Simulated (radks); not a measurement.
Q: Coherent X-ray form factor from a spherical all-electron density. All-electron calculation, Dirac Kohn-Sham, LDA (Slater exchange, Perdew-Wang correlation), spin-unpolarised, spherical densities, point nucleus. Program: a radial shooting solver on a logarithmic mesh with Libxc functionals.

| sin(theta)/lambda (1/angstrom) | f0 (electrons) |
|---|---|
| 0.05 | 35.805 |
| 0.1 | 35.233 |
| 0.15 | 34.324 |
| 0.2 | 33.138 |
| 0.25 | 31.746 |
| 0.3 | 30.224 |
| 0.4 | 27.075 |
| 0.5 | 24.128 |
| 0.6 | 21.590 |
| 0.8 | 17.696 |
| 1 | 14.735 |
| 1.25 | 11.660 |
| 1.5 | 9.243 |
| 2 | 6.454 |

The species is in the configuration that NIST lists as its ground one. Which atom or ion scatters so?

A: The palladium ion Pd10+, [Kr]. Extrapolating in s^2 from the first two rows gives f0(0) = 36.0, near the electron count 36; among species with that count, the fall with angle is slower the higher Z, and the table is that of Z = 46; from so few rows the species is fixed only to a neighbour or two.
